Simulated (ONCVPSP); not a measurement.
**boron: variants of one ONCV potential**

Base potential:

```json
{"Element": "B (Z = 5)", "Generator": "ONCVPSP 4.0.1", "Type": "optimised norm-conserving Vanderbilt (ONCV)", "Functional": "LDA (Perdew-Wang 92)", "Relativity": "scalar-relativistic", "Frozen core": "[He]", "Valence charge": "3", "Reference configuration": "2s1.5 2p1.5", "Partial waves": "2s: rc 1.55 bohr, ncon 4, nbas 8, qcut 5 1/bohr, local; 2p: rc 2.60 bohr, ncon 4, nbas 8, qcut 4.1 1/bohr, 3 projectors, debl 1.3 Ha", "Local potential": "the s channel", "Core correction": "none"}
```

Cutoffs, loose and tight: the cutoffs (Ha) at which the residual kinetic energy of the hardest occupied pseudo-wave falls to 1 and 0.1 mHa per electron. They do not see the model core or the augmentation charge, which bear on the density cutoff. Test errors are all-electron minus pseudo excitation energies from the reference, over the configurations 2s2 2p1; 2s2 2p0; 2s1 2p0; 2s2 2p0.5. A dash means not determined; rows that change the core or the reference have their own tests.

| change | outcome | cutoff, loose | cutoff, tight | bound ghosts | GHOST(+) flags above zero | largest test error (meV) |
| --- | --- | --- | --- | --- | --- | --- |
| base | generated | 10.0 Ha | 20 Ha | none | none | +365 |
| all radii scaled by about 0.77 (s 1.20, p 2.00 bohr) | generated | 12 Ha | 45 Ha | none | none | +223 |
| all radii scaled by about 0.87 (s 1.34, p 2.26 bohr) | generated | 11 Ha | 41 Ha | none | none | +278 |
| all radii scaled by about 1.04 (s 1.60, p 2.70 bohr) | generated | 9.6 Ha | 15 Ha | none | none | +395 |
| all radii scaled by about 1.12 (s 1.74, p 2.90 bohr) | generated | 8.8 Ha | 12 Ha | none | none | +457 |
| all radii scaled by about 1.24 (s 1.92, p 3.22 bohr) | generated | 8.0 Ha | 11 Ha | none | none | +577 |

(1) What comes out with this change to the base: all radii scaled by about 1.33 (s 2.06, p 3.46 bohr)?

Answers

(1) outcome: generated; cutoff, loose: 7.3 Ha; cutoff, tight: 9.8 Ha; bound ghosts: none; GHOST(+) flags above zero: none; largest test error (meV): +672.

Reading the sweep of the scale of all radii (base = 1) (base included, trends over the rows without a ghost): The loose cutoff falls from 12 Ha at 0.77 to 7.3 Ha at 1.33. A larger radius leaves more room for a smooth pseudo-wave, so fewer plane waves are needed; a smaller one forces it to follow the all-electron wave where it bends sharply. The median size of the test errors (rows with all tests solved) rises from 33.3 meV at 0.77 to 132.1 meV at 1.33. More of the atom is replaced by a form fitted at one configuration, so other configurations suffer as the radius grows.
